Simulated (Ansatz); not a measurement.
C₃H₁₀Si⁻, that is Si(iPr)H3 with one electron more. Total charge -1; doublet. Geometry PBE0-D4/def2-SVP, that of the neutral singlet.

Cartesian coordinates in Å:
```
Si -1.1829 1.1435 -0.3684
C 0.4061 0.1338 -0.1442
C 0.3259 -1.1999 -0.8874
C 0.7338 -0.0584 1.3369
H 1.2088 0.7413 -0.6032
H 0.1376 -1.0648 -1.9641
H -0.4825 -1.8340 -0.4862
H 1.2660 -1.7679 -0.7836
H 1.6814 -0.6086 1.4647
H 0.8336 0.9009 1.8689
H -0.0516 -0.6406 1.8476
H -1.4830 1.3451 -1.8214
H -1.0540 2.4854 0.2833
H -2.3392 0.4243 0.2572
```

At PBE-D4/def2-TZVPD, r2SCAN-D4/def2-TZVPD, PBE0-D4/def2-TZVPD the highest occupied level of the charge -1 doublet lies above zero (up to 2.43 eV). By energy differences it is unbound by 1.21 eV (vertical, to the charge 0 singlet, at r2SCAN-D4/def2-TZVPD) and held by the finite basis.

Q: Estimate the α-spin orbital energies around the gap (eV) in Ansatz with PBE-D4/def2-TZVPD, r2SCAN-D4/def2-TZVPD, PBE0-D4/def2-TZVPD.

A: 
```json
{"orbital": "HOMO−5", "PBE-D4/def2-TZVPD": "-4.65", "r2SCAN-D4/def2-TZVPD": "-4.99", "PBE0-D4/def2-TZVPD": "-6.11"}
{"orbital": "HOMO−4", "PBE-D4/def2-TZVPD": "-4.57", "r2SCAN-D4/def2-TZVPD": "-4.88", "PBE0-D4/def2-TZVPD": "-6.06"}
{"orbital": "HOMO−3", "PBE-D4/def2-TZVPD": "-4.31", "r2SCAN-D4/def2-TZVPD": "-4.66", "PBE0-D4/def2-TZVPD": "-5.69"}
{"orbital": "HOMO−2", "PBE-D4/def2-TZVPD": "-4.20", "r2SCAN-D4/def2-TZVPD": "-4.52", "PBE0-D4/def2-TZVPD": "-5.57"}
{"orbital": "HOMO−1", "PBE-D4/def2-TZVPD": "-3.14", "r2SCAN-D4/def2-TZVPD": "-3.38", "PBE0-D4/def2-TZVPD": "-4.43"}
{"orbital": "HOMO", "PBE-D4/def2-TZVPD": "2.41", "r2SCAN-D4/def2-TZVPD": "2.43", "PBE0-D4/def2-TZVPD": "2.15"}
{"orbital": "LUMO", "PBE-D4/def2-TZVPD": "2.83", "r2SCAN-D4/def2-TZVPD": "3.04", "PBE0-D4/def2-TZVPD": "3.19"}
{"orbital": "LUMO+1", "PBE-D4/def2-TZVPD": "3.07", "r2SCAN-D4/def2-TZVPD": "3.16", "PBE0-D4/def2-TZVPD": "3.44"}
{"orbital": "LUMO+2", "PBE-D4/def2-TZVPD": "3.18", "r2SCAN-D4/def2-TZVPD": "3.36", "PBE0-D4/def2-TZVPD": "3.67"}
{"orbital": "LUMO+3", "PBE-D4/def2-TZVPD": "3.62", "r2SCAN-D4/def2-TZVPD": "3.83", "PBE0-D4/def2-TZVPD": "4.16"}
{"orbital": "LUMO+4", "PBE-D4/def2-TZVPD": "3.81", "r2SCAN-D4/def2-TZVPD": "4.02", "PBE0-D4/def2-TZVPD": "4.40"}
{"orbital": "LUMO+5", "PBE-D4/def2-TZVPD": "3.85", "r2SCAN-D4/def2-TZVPD": "4.06", "PBE0-D4/def2-TZVPD": "4.45"}
{"orbital": "β HOMO", "PBE-D4/def2-TZVPD": "-3.10", "r2SCAN-D4/def2-TZVPD": "-3.34", "PBE0-D4/def2-TZVPD": "-4.40"}
{"orbital": "β LUMO", "PBE-D4/def2-TZVPD": "2.75", "r2SCAN-D4/def2-TZVPD": "3.39", "PBE0-D4/def2-TZVPD": "3.24"}
```
